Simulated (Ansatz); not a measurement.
Steps of a relaxation of C3H7Al (`C1[CH2][AlH][CH2]1`) with RKS PBE0-D4/def2-TZVP.

```sh
$ ansatz run in.yaml --threads 2 --pin off --events-out ev --progress --plain --max-ram 4352MiB
```

```yaml
crystal:
  periodic: [false, false, false]
  atoms:
    - {symbol: C, position_ang: [0.198787, 0.709605, -0.549854]}
    - {symbol: C, position_ang: [-0.735170, 0.729649, 0.709188]}
    - {symbol: Al, position_ang: [-0.026473, -1.083660, 1.063082]}
    - {symbol: C, position_ang: [0.594147, -0.787822, -0.792561]}
    - {symbol: H, position_ang: [1.116454, 1.297584, -0.331442]}
    - {symbol: H, position_ang: [-0.268576, 1.183704, -1.442321]}
    - {symbol: H, position_ang: [-0.613022, 1.602327, 1.381383]}
    - {symbol: H, position_ang: [-1.809692, 0.695962, 0.418925]}
    - {symbol: H, position_ang: [0.063174, -2.174210, 2.245562]}
    - {symbol: H, position_ang: [1.629537, -0.956899, -1.150537]}
    - {symbol: H, position_ang: [-0.083665, -1.273240, -1.530825]}
basis:
  gaussian: {orbitals: def2-TZVP}
hamiltonian: {xc: pbe0, dispersion: d4}
relax: {f_tol: 0.005, max_steps: 150}
```

Positions (Å) and forces (eV/Å) along the path, 6 of 6 steps:

```xyz
11
step=1 energy=-9815.5101 eV
C     0.199    0.710   -0.550    0.137    0.301   -0.177
C    -0.735    0.730    0.709   -0.224    0.120    0.058
Al   -0.026   -1.084    1.063    0.031    0.218   -0.193
C     0.594   -0.788   -0.793    0.021   -0.155   -0.215
H     1.116    1.298   -0.331   -0.451   -0.315   -0.082
H    -0.269    1.184   -1.442    0.220   -0.267    0.463
H    -0.613    1.602    1.381   -0.024   -0.449   -0.368
H    -1.810    0.696    0.419    0.531    0.011    0.111
H     0.063   -2.174    2.246   -0.018    0.144   -0.164
H     1.630   -0.957   -1.151   -0.534    0.129    0.204
H    -0.084   -1.273   -1.531    0.311    0.262    0.362
11
step=2 energy=-9815.5499 eV
C     0.198    0.706   -0.547    0.040    0.058   -0.022
C    -0.732    0.723    0.705   -0.074    0.048    0.030
Al   -0.022   -1.076    1.059   -0.006    0.152   -0.160
C     0.589   -0.785   -0.787    0.021   -0.057   -0.073
H     1.107    1.285   -0.327   -0.136   -0.095   -0.025
H    -0.265    1.173   -1.429    0.067   -0.081    0.142
H    -0.607    1.588    1.365   -0.015   -0.129   -0.095
H    -1.793    0.691    0.412    0.159   -0.006    0.045
H     0.063   -2.158    2.228    0.001    0.018   -0.017
H     1.613   -0.945   -1.141   -0.151    0.024    0.057
H    -0.084   -1.259   -1.518    0.094    0.068    0.118
11
step=3 energy=-9815.5543 eV
C     0.198    0.703   -0.543   -0.003    0.017   -0.019
C    -0.733    0.724    0.705    0.012   -0.042    0.012
Al   -0.023   -1.066    1.049    0.001    0.017   -0.017
C     0.589   -0.785   -0.788   -0.013   -0.013    0.042
H     1.103    1.276   -0.322    0.014    0.007    0.005
H    -0.262    1.168   -1.421   -0.006    0.011   -0.016
H    -0.608    1.584    1.363    0.009    0.004    0.001
H    -1.789    0.689    0.414   -0.010    0.000   -0.013
H     0.065   -2.146    2.217    0.003   -0.009    0.012
H     1.608   -0.945   -1.140    0.007    0.006    0.003
H    -0.082   -1.259   -1.513   -0.013    0.003   -0.010
11
step=4 energy=-9815.5545 eV
C     0.199    0.704   -0.544   -0.001   -0.003    0.003
C    -0.733    0.722    0.704   -0.007    0.006    0.007
Al   -0.023   -1.067    1.049   -0.001    0.000   -0.001
C     0.587   -0.785   -0.787    0.006   -0.008   -0.006
H     1.104    1.277   -0.322    0.002    0.001    0.001
H    -0.261    1.170   -1.422    0.001    0.000    0.000
H    -0.608    1.582    1.362   -0.002    0.004    0.002
H    -1.788    0.688    0.411   -0.002    0.001   -0.001
H     0.067   -2.146    2.219    0.002    0.001    0.001
H     1.607   -0.945   -1.139    0.003   -0.001   -0.004
H    -0.085   -1.257   -1.513   -0.002    0.000   -0.002
11
step=5 energy=-9815.5545 eV
C     0.199    0.704   -0.544    0.001    0.002   -0.001
C    -0.734    0.722    0.704   -0.004    0.001    0.003
Al   -0.023   -1.067    1.049   -0.001    0.000   -0.001
C     0.587   -0.785   -0.787    0.001   -0.004   -0.002
H     1.104    1.276   -0.321    0.000   -0.001    0.001
H    -0.260    1.170   -1.421    0.001    0.000    0.001
H    -0.609    1.583    1.362   -0.001    0.000    0.000
H    -1.789    0.688    0.410    0.001    0.000    0.000
H     0.068   -2.145    2.220    0.002    0.001    0.000
H     1.606   -0.946   -1.140    0.000    0.000   -0.001
H    -0.085   -1.256   -1.513    0.000    0.001    0.001
11
step=6 energy=-9815.5545 eV
C     0.200    0.704   -0.543    0.000    0.001   -0.002
C    -0.735    0.722    0.704   -0.001   -0.001   -0.002
Al   -0.023   -1.067    1.049    0.002    0.000    0.002
C     0.586   -0.786   -0.788   -0.002    0.001   -0.001
H     1.105    1.274   -0.318   -0.001   -0.001    0.001
H    -0.257    1.172   -1.421    0.001    0.001    0.001
H    -0.612    1.582    1.362    0.000   -0.002    0.000
H    -1.790    0.688    0.408    0.002    0.000    0.000
H     0.073   -2.143    2.221    0.000    0.001   -0.001
H     1.605   -0.947   -1.141   -0.001    0.000    0.001
H    -0.087   -1.255   -1.514    0.000    0.001    0.001
```

Hardware: 2 threads of an Arm Neoverse V2 on a shared host. Wall time 26 s, peak host memory 0.38 GiB.
